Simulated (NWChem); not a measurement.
Species: PbBrF, singlet; SMILES [Br][Pb][F]

Results from NWChem. Low-valent species are run as closed-shell singlets; no triplet was tried in these runs. Structure relaxed at the PBE0/def2-SVP level. def2 effective core potentials on Pb; no spin-orbit coupling. Ions are spin-unrestricted doublets at the neutral geometry; other ion states weren't tried.

**Question.** Predict the results for PBE/def2-SVP. Quantities: vertical ionisation energy, ΔSCF (eV); −ε(HOMO) (eV).

**Answer.** The vertical ionisation energy, ΔSCF (eV) is 9.90. The −ε(HOMO) (eV) is 6.57.
